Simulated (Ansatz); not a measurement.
# Cost against result

Saddle point of GaAsH$_{6}$S, closed shell (GaH₃S ([SH][GaH2]) + AsH₃ → GaAsH₄ ([GaH2][AsH2]) + H₂S (still joined by a long Ga–S bond); bonds formed: S2–H5; dative contacts that become bonds: Ga1–As6; bonds broken: H5–As6; bonds weakened to dative contacts: Ga1–S2), PBE0-D4/def2-TZVP structure:

```xyz
9
angstrom
Ga -1.0631 -0.0464 -0.7634
S 1.1858 -0.2980 -1.5464
H -1.7577 -1.4278 -0.9252
H -1.5577 1.4111 -0.9851
H 0.6553 -0.2319 0.1014
As -0.3077 -0.0741 1.7402
H 1.4527 1.0166 -1.4873
H 0.5795 -1.2844 1.9570
H 0.8128 0.9347 1.9088
```

Barriers are electronic and count from the start structure reached by relaxing down the imaginary mode.

Program: Ansatz 0.2.0. Basis: as named in each row. Cores are frozen in the correlated methods. Filled d shells of the heavier atoms are correlated. The def2 sets are not built for correlating such inner shells, so the correlated values are less sure here. B3LYP uses VWN-RPA correlation. Extrapolation: Hartree–Fock as exp(−7.88 √X), correlation as X^−2.97.

Times are rough, for one single point on 8 threads of a shared host (Arm Neoverse V1).

The estimate by CCSD(T) at an estimated basis limit (MP2 extrapolated from triple and quadruple zeta, plus CCSD(T) − MP2 in triple zeta) is 27.30 kcal/mol.

| method | basis | time (s) | barrier (kcal/mol) | method less estimate |
| --- | --- | --- | --- | --- |
| HF | STO-3G | under 1 | 58.87 | 31.57 |
| SPW92 | def2-SVP | under 1 | 15.88 | -11.43 |
| PBE-D4 | STO-3G | under 1 | 25.97 | -1.33 |
| PBE-D4 | def2-SVP | under 1 | 19.90 | -7.40 |
| B3LYP-D4 | 6-31G | under 1 | 29.21 | 1.91 |
| SPW92 | def2-TZVPP | under 1 | 16.08 | -11.22 |
| PBE0-D4 | def2-SVP | under 1 | 24.79 | -2.51 |
| PBE-D4 | def2-TZVPP | 1 | 19.79 | -7.51 |
| BLYP-D4 | def2-TZVPP | 1 | 22.95 | -4.35 |
| B3LYP-D4 | def2-TZVPP | 2 | 26.47 | -0.83 |
| BHLYP-D4 | def2-TZVPP | 2 | 32.42 | 5.11 |
| PBE0-D4 | def2-TZVPP | 2 | 24.32 | -2.98 |
| CAM-B3LYP-D4 | def2-TZVPP | 2 | 29.75 | 2.45 |
| RPA on PBE | def2-TZVPP | 3 | 27.85 | 0.55 |
| r2SCAN-D4 | def2-TZVPP | 3 | 22.45 | -4.86 |
| r2SCAN0-D4 | def2-TZVPP | 4 | 25.74 | -1.56 |
| wB97M-V | def2-SVP | 4 | 28.92 | 1.62 |
| B2PLYP | def2-TZVPP | 4 | 27.87 | 0.56 |
| PBE-QIDH | def2-TZVPP | 4 | 27.83 | 0.53 |
| CCSD(T) | def2-SVP | 4 | 31.51 | 4.21 |
| wB97X-V | def2-TZVPP | 6 | 30.96 | 3.66 |
| B97M-V | def2-TZVPP | 6 | 27.01 | -0.29 |
| wB97M-V | def2-TZVPP | 6 | 29.13 | 1.83 |
| MP2 | def2-QZVPP | 15 | 26.14 | -1.16 |
| CCSD(T) | def2-TZVPP | 82 | 28.99 | 1.69 |

All methods are single points on the PBE0-D4 structures.

T1 diagnostic: at most 0.013.

Labels in which every atom is bracketed show which atoms are joined, not bond orders.
